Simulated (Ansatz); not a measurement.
Compare A (`COC[SiH2]O`) with its isomer B (`CO[SiH](C)O`).

Calculated with Ansatz (gas phase, PBE0-D4/def2-TZVP geometries, no zero-point term in ΔE). CCSD(T)/CBS is the MP2 limit (def2-TZVPP, def2-QZVPP) plus CCSD(T) − MP2 in def2-TZVPP, frozen cores. Functionals use def2-TZVPP. B3LYP here is the variant with VWN-RPA as its local correlation; programs differ in this. Each species was taken in one conformer, which may not be the lowest.

**Question.** Which is lower in electronic energy at CCSD(T)/CBS, and by how much? (An estimate is asked.)

**Answer.** Computed: B, by 52.6 kcal/mol.

**Question.** Give E(B) − E(A) in kcal/mol with B3LYP-D4, B3LYP, CCSD/def2-TZVPP, r2SCAN-D4, PBE0-D4, ωB97M-V, PBE-D4. (Best estimate.)

**Answer.** Ansatz gave: B3LYP-D4 -51.2, B3LYP -51.6, CCSD/def2-TZVPP -52.4, r2SCAN-D4 -52.2, PBE0-D4 -50.5, ωB97M-V -52.0, PBE-D4 -48.7. None reverses the order clearly.

Largest T1 diagnostic: 0.011.

From PBE to PBE0 (25 % exact exchange), in def2-TZVPP and without D4, E(B) − E(A) moves by −1.8 kcal/mol.
